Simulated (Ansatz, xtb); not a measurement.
# Two isomers of C6H5ClN2

Structure a: `[H]/N=C\c1ccc(Cl)nc1`, a singlet. Structure b: `[H]/N=C\c1ncccc1Cl`, a singlet. Both are isolated molecules in the gas phase, relaxed with B3LYP/def2-SVP; the shapes shown needn't be the lowest conformers.

a (Å):

```yaml
atoms:
  - { symbol: C, position_ang: [0.6580, -0.6602, -3.0110] }
  - { symbol: C, position_ang: [-0.0948, -0.1821, -1.8267] }
  - { symbol: C, position_ang: [-1.1773, 0.7143, -1.8970] }
  - { symbol: C, position_ang: [-1.8240, 1.1078, -0.7332] }
  - { symbol: C, position_ang: [-1.3525, 0.5793, 0.4812] }
  - { symbol: C, position_ang: [0.2716, -0.6324, -0.5489] }
  - { symbol: Cl, position_ang: [-2.1467, 1.0566, 1.9640] }
  - { symbol: N, position_ang: [0.4902, -0.3716, -4.2395] }
  - { symbol: N, position_ang: [-0.3419, -0.2611, 0.5766] }
  - { symbol: H, position_ang: [-0.2872, 0.2891, -4.3710] }
  - { symbol: H, position_ang: [1.4748, -1.3633, -2.7704] }
  - { symbol: H, position_ang: [-1.5156, 1.1045, -2.8612] }
  - { symbol: H, position_ang: [-2.6667, 1.7997, -0.7462] }
  - { symbol: H, position_ang: [1.1088, -1.3323, -0.4381] }
```

b (Å):

```xyz
14

C     0.6472    0.0376   -1.9163
C    -0.4164   -0.6895   -1.1579
C    -1.1532   -2.7427   -0.3873
C    -2.2890   -2.1836    0.2126
C    -2.4808   -0.8081    0.1102
C    -1.5328   -0.0497   -0.5835
Cl   -1.7699    1.6766   -0.7131
N     1.6609   -0.5201   -2.4417
N    -0.2575   -2.0163   -1.0446
H     1.6077   -1.5336   -2.2494
H     0.5224    1.1251   -2.0125
H    -0.9675   -3.8213   -0.3297
H    -3.0052   -2.8120    0.7465
H    -3.3475   -0.3166    0.5563
```

**Question.** Estimate E(b) − E(a) at the level CCSD(T)/def2-SVP + ΔMP2/def2-TZVPP.

**Answer.** Too close to call at this level: CCSD(T)/def2-SVP + ΔMP2/def2-TZVPP gives E(b) − E(a) = 0.000 eV.

How the difference moves with the method:

```
                             level        geometry  E(b) − E(a) (eV)  departure from the last row (eV)  job, with rough time for the two
                          GFN2-xTB        GFN2-xTB              +0.020                            +0.021              optimisation, 0.12 s
                         HF/STO-3G        GFN2-xTB              −0.088                            −0.088              single point, 0.42 s
                r2SCAN-D4/def2-SVP        GFN2-xTB              −0.003                            −0.002               single point, 3.8 s
                    B3LYP/def2-SVP  B3LYP/def2-SVP              −0.002                            −0.002                optimisation, 27 s
                       HF/def2-SVP  B3LYP/def2-SVP              +0.004                            +0.005           part of the CCSD(T) run
                      MP2/def2-SVP  B3LYP/def2-SVP              −0.065                            −0.065           part of the CCSD(T) run
                  CCSD(T)/def2-SVP  B3LYP/def2-SVP              −0.061                            −0.060                      single point
CCSD(T)/def2-SVP + ΔMP2/def2-TZVPP  B3LYP/def2-SVP               0.000                                                 single point, 100 s
```

As drawn, both hold the same kinds of bond in the same numbers.

The largest departure from CCSD(T)/def2-SVP + ΔMP2/def2-TZVPP is that of HF/STO-3G, 0.088 eV. The last row adds to CCSD(T) the change of the MP2 difference between the two basis sets, here +0.060 eV.

With thermal terms from frequencies at re-optimised GFN2-xTB minima (ideal gas, soft modes damped towards free rotors, one conformer each, 298.15 K, 1 atm): the zero-point term adds +0.005 eV; ΔH is +0.002 and ΔG +0.008 eV.

The correlated steps freeze 13 core orbitals. Codes used: Ansatz 0.2.0, xtb 6.7.1; the last row on 4 threads of Arm Neoverse V2 on a shared host.
